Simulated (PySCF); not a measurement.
A run for PySCF: R-HF/3-21G on C2H6 (SMILES CC).

```python
from pyscf import gto, scf, dft, mp
from pyscf.data.elements import chemcore

mol = gto.M(
    atom='''
    C    -0.80906645   -0.17919844    3.83882082
    C     0.67632429    0.13400092    3.68330934
    H    -1.34289088    0.65141688    4.30478583
    H    -0.96478632   -1.06239668    4.46146823
    H    -1.27957155   -0.37341742    2.87284691
    H     0.83476673    1.01963685    3.06499179
    H     1.21041784   -0.69472907    3.21391400
    H     1.14542931    0.32064814    4.65126843
    ''',
    basis='3-21g',
    charge=0, spin=0, verbose=3, max_memory=1800)
mf = scf.RHF(mol)
mf.conv_tol = 1e-8
mf.max_cycle = 100
mf.kernel()
if not mf.converged:
    mf = mf.newton().run(mf.mo_coeff, mf.mo_occ)
```

Q: What total energy does the run end on?

A: -78.7936 hartree.
